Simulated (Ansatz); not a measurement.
Mulliken charges of BBrFH, SMILES `FBBr` from B3LYP/def2-TZVPP in Ansatz (PBE0-D4/def2-TZVP geometry).

| atom | x (Å) | y (Å) | z (Å) | charge (e) |
| --- | --- | --- | --- | --- |
| F1 | 1.122 | -0.277 | -0.774 | -0.196 |
| B2 | 0.103 | -0.153 | 0.038 | 0.257 |
| Br3 | -1.092 | 1.312 | -0.194 | -0.092 |
| H4 | -0.077 | -0.942 | 0.910 | 0.030 |

**Question.** By hand: the dipole of these point charges (1 e Å = 4.8032 D).

**Answer.** Σ q r = (-0.095, -0.134, 0.207) e Å, of length 0.264 e Å = 1.27 D.

**Question.** How does the dipole of the full density compare? (Estimate.)

**Answer.** The calculation gave: (-0.031, -0.089, 0.109) e Å, 0.69 D; the point charges give 1.84 times that, at 11° from its direction.

Point charges leave out the atoms' own dipoles, such as those of lone pairs, and Mulliken's split depends on the basis, so the two needn't agree.

B3LYP here is the variant with VWN-RPA as its local correlation; programs differ in this.
